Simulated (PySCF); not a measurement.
Structure with atom numbers: `[OH:1][BH-:2]1[NH2+:3][BH2-:4][NH2+:5]1` (H(Xn): hydrogen on atom n). Ha(N3), Ha(B4), Ha(N5) are cis to O1 on the ring; Hb(N3), Hb(B4), Hb(N5) are trans to O1 on the ring.

Geometry: PBE0-D3(BJ)/def2-SVP; GIAO shifts from PySCF 2.14, gas phase, non-relativistic, averaged over equivalent atoms.

At BHandHLYP/pcSseg-2 (292 basis functions, 31 s wall time on 1 thread of an Arm Neoverse V2, shared host):
```tsv
atoms	δ (ppm)
O1	50.5
B2	-2.1
B4	-13.7
N3/N5	39.9
H(B2)	3.47
Hb(B4)	2.82
Ha(B4)	2.80
Hb(N3)/Hb(N5)	1.94
H(O1)	1.65
Ha(N3)/Ha(N5)	1.53
```

Shifts are taken against calculated references (same method and geometry level): 17O (σ = 326.63 ppm) vs H2O; BF3·OEt2 for 11B (σ = 103.56 ppm); 15N (σ = 259.78 ppm) against NH3; 1H (σ = 31.45 ppm) against TMS.

Predict the values at mPW1PW91/pcSseg-2 on the same geometry.

Answers


| atoms | δ at mPW1PW91/pcSseg-2 | change |
| --- | --- | --- |
| O1 | 55.9 | +5.4 |
| B2 | -3.7 | -1.6 |
| B4 | -16.4 | -2.7 |
| N3/N5 | 42.5 | +2.6 |
| H(B2) | 3.67 | +0.20 |
| Hb(B4) | 2.93 | +0.11 |
| Ha(B4) | 2.89 | +0.09 |
| Hb(N3)/Hb(N5) | 1.93 | -0.01 |
| H(O1) | 1.57 | -0.08 |
| Ha(N3)/Ha(N5) | 1.46 | -0.07 |

Shifts are taken against calculated references (same method and geometry level): 17O (327.10 ppm) against H2O; 11B (99.12 ppm) vs BF3·OEt2; 15N (260.49 ppm) vs NH3; 1H (31.29 ppm) vs TMS.

The largest change is at O1 (oxygen bonded to B, H). Cost: 292 basis functions, 33 s wall time on 1 thread of an Arm Neoverse V2, shared host.

Experimental scales use liquid or dissolved standards, which lie at an offset from isolated NH3 (liquid NH3: subtract about 20 ppm) and H2O (liquid H2O: subtract about 36 ppm).
